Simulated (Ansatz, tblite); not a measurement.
Removing and adding an electron: Ge₁₃H₂₀, a cluster cut from cubic germanium. Total charge 0; singlet. Geometry: PBE-D4/def2-SVP. Ansatz, gas phase; energy differences of separate SCF runs; the oxidised species was run as a doublet alone; the reduced species was run as a doublet alone.

```
atom   x (Å)   y (Å)   z (Å)
 Ge1   1.684   1.315  -2.941
 Ge2  -3.546   0.231   1.862
 Ge3   0.014   2.586   0.401
 Ge4  -1.529  -0.601  -1.567
 Ge5   2.088  -2.355  -1.448
 Ge6   0.272  -1.156   1.934
 Ge7   3.504   0.753   0.603
 Ge8  -3.714  -0.485  -0.470
 Ge9  -0.457   1.589  -1.783
Ge10   3.148  -0.158  -1.642
Ge11  -1.877  -1.054   3.102
Ge12   1.350   1.033   1.736
Ge13  -0.060  -2.100  -0.302
 H14   2.362   2.705  -3.132
 H15   1.453   0.699  -4.353
 H16  -4.934   0.062   2.548
 H17  -3.176   1.741   1.912
 H18   0.842   3.888   0.181
 H19  -1.300   2.976   1.137
 H20  -1.723  -1.182  -3.004
 H21   1.863  -2.970  -2.862
 H22   3.004  -3.325  -0.643
 H23   1.232  -2.091   2.736
 H24   4.234   2.126   0.511
 H25   4.413  -0.217   1.416
 H26  -4.660   0.474  -1.251
 H27  -4.351  -1.907  -0.505
 H28  -1.381   2.540  -2.606
 H29   4.521  -0.301  -2.370
 H30  -1.690  -0.446   4.524
 H31  -2.405  -2.510   3.278
 H32   1.580   1.628   3.161
 H33  -0.761  -3.489  -0.162
```

The xTB rows come from tblite. Single mean-field runs in def2-TZVP are fitted with def2-universal-jkfit. HOMO above LUMO, or a gap near zero within one spin, warns that the state may not be the lowest or that an electron is smeared out.

```
            level  −HOMO (eV)  vertical IE (eV)  −LUMO (eV)  vertical EA (eV)  HOMO–LUMO gap (eV)  IE − EA (eV)                                                                   remarks
         GFN1-xTB       11.73             13.07        8.62              7.03                3.12          6.04                                                                         –
         GFN2-xTB       10.11             11.71        5.94              4.33                4.18          7.38                                                                         –
 PBE-D4/def2-TZVP        6.21              7.89        1.65              0.24                4.57          7.65  HOMO above zero (-1 doublet), gap within one spin near zero (-1 doublet)
PBE0-D4/def2-TZVP        7.14              8.31        0.95              0.01                6.19          8.30                                              HOMO above zero (-1 doublet)
```

   A HOMO above zero means that the electron is unbound at that level or that self-interaction error raises the level; the energy of removing that electron tells which. Raw xTB energy differences between charge states are shifted by several eV; the methods need an empirical correction for them. Sets without diffuse functions give affinities that are too small.
